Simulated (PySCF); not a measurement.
## A survey of ¹⁷O NMR shifts

- geometry: GFN2-xTB
- shielding tensors at PBE0/pcSseg-1 (GIAO)
- run in PySCF 2.14
- no solvent model, fast rotation and ring inversion assumed for equivalent nuclei, no relativistic terms, a single conformation

Shieldings were converted by a linear fit to measured shifts: ¹⁷O: δ = 266.70 − 0.911σ (rms 10.7 ppm, 155 shifts, 12.2 ppm with the 3 outliers that the fit left out vs liquid water, solution or neat liquid). A few per cent of atoms miss by over 2 rms, more outside the fitted compound classes.

Task: Give the ¹⁷O shifts of `CO[SiH2]C(C=O)=C(F)F`, `O[SiH2]OC1=C(CF)[C@H]1F`, `C[SiH2]C(C)(C)O[SiH2]Cl`.

Result: 
| compound | environment | δ (ppm) |
| --- | --- | --- |
| [CH3:1][O:2][SiH2:3][C:4]([CH:5]=[O:6])=[C:7]([F:8])[F:9] | O6: aldehyde oxygen | 571.7 |
| [CH3:1][O:2][SiH2:3][C:4]([CH:5]=[O:6])=[C:7]([F:8])[F:9] | O2: oxygen bonded to C, Si | -37.5 |
| [OH:1][SiH2:2][O:3][C:4]1=[C:5]([CH2:6][F:7])[C@H:8]1[F:9] | O3: oxygen bonded to C, Si | 56.9 |
| [OH:1][SiH2:2][O:3][C:4]1=[C:5]([CH2:6][F:7])[C@H:8]1[F:9] | O1: oxygen bonded to Si, H | -7.3 |
| C[SiH2]C(C)(C)O[SiH2]Cl | oxygen bonded to C, Si | 36.9 |

Task: Match the shifts 582.8, 337.0, 55.9 ppm to `CCC(=O)N(CC)CC`, `O=C[C@@H](F)C[SiH2]F`, `CC(C)C[P@@](C)(=O)CC#N`.

Result: 582.8: O=C[C@@H](F)C[SiH2]F (aldehyde oxygen); 337.0: CCC(=O)N(CC)CC (amide-type carbonyl oxygen); 55.9: CC(C)C[P@@](C)(=O)CC#N (P=O oxygen).
